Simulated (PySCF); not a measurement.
A structure optimised at PBE-D3(BJ)/def2-SVP, used in a PySCF frequency run:

```
Si
F 1 1.6221
F 1 1.6221 2 107.40
F 1 1.6228 2 106.78 3 -114.23
As 1 2.3494 2 110.29 4 -125.54
H 5 1.5407 1 89.19 2 75.14
H 5 1.5407 6 91.24 1 -89.17
```
Charge 0, spin multiplicity 1.

Problem. Write its SMILES, formula and point group.

Solution. F[Si](F)(F)[AsH2], AsF3H2Si, Cs

Problem. What are its rotational constants (standard atomic weights)?

Solution. 3.7761, 1.3309, 1.3277 GHz
